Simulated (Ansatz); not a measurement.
Basis-set extrapolation for CH3ClFSSi (`CS[Si](F)Cl`) radical (PBE0-D4/def2-TZVP geometry, frozen core, the Gaussian-basis code of Ansatz). Multiplicity 2, UHF reference.

|  | def2-TZVPP | def2-QZVPP |
| --- | --- | --- |
| HF | -1285.224272 | -1285.264147 |
| MP2 correlation | -0.880404 | -0.960603 |
| CCSD(T) correlation | -0.964592 | not run |

Energies in hartree. Use E(X) = E(∞) + A·exp(−7.88·√X) for Hartree–Fock and E(X) = E(∞) + B·X^(−2.97) for correlation, with X = 3 and 4, and add CCSD(T) minus MP2 of the smaller set to the MP2 limit.

What is the CCSD(T) energy at the basis-set limit?

HF limit: -1285.264147 + (-0.039875) × 0.13774 = -1285.26964. MP2 limit: -0.960603 + (-0.080199) × 0.74074 = -1.02001. Higher-order term: -0.964592 − (-0.880404) = -0.08419. Total: -1286.37384 hartree, 485.7 kJ/mol below CCSD(T)/def2-TZVPP.
